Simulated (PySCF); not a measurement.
## State search for LiCa⁺

Unrestricted PBE0; PySCF, no relativity, basis sets Li def2-SVPD, Ca def2-SVPD. Outer shells of the fragments: Li+ closed shells only; Ca 4s2.

Followed along the bond (rough minima from three points):

| 2Ms+1 | unpaired | ⟨S²⟩ at the start | R at minimum (Å) | Te (eV) |
| --- | --- | --- | --- | --- |
| 1 | none | 0.00 | 3.29 | 0.00 |
| 3 | σ ↑, π ↑ | 2.00 | 3.11 | 1.60 |
| 3 | σ ↑↑ | 2.00 | none in the scan | ≤ 1.11 |

Solutions found at the starting distance of 2.975 Å, counted from the lowest of them; the search is not exhaustive and high or unbound solutions are not listed, so other states can lie among these:

| 2Ms+1 | unpaired | term | E (eV) | ⟨S²⟩ | ⟨Lz²⟩ | μ (D) |
| --- | --- | --- | --- | --- | --- | --- |
| 1 | none | ¹Σ⁺ | 0.00 | 0.00 | 0.00 | -3.25 |
| 3 | σ ↑↑ | ³Σ⁺ | 1.37 | 2.00 | 0.00 | -5.58 |
| 3 | σ ↑, π ↑ | ³Π | 1.53 | 2.00 | 1.00 | -1.28 |
| 1 | σ ↑, π ↓ | mixed | 2.04 | 1.00 | 1.01 | -1.56 |
| 3 | σ ↑, δ ↑ | ³Δ | 2.37 | 2.00 | 4.00 | -4.56 |
| 1 | σ ↑, δ ↓ | mixed | 2.49 | 1.00 | 4.00 | -4.15 |

A term symbol is given only where ⟨S²⟩ and ⟨Lz²⟩ are close to those of a pure state; real π, δ and φ orbitals otherwise mix terms. A positive dipole points towards Ca; it is taken about the centre of mass and depends on that origin.

Counting both spins, an empty level lies below a filled one in some of these solutions, because spin and occupation are held.
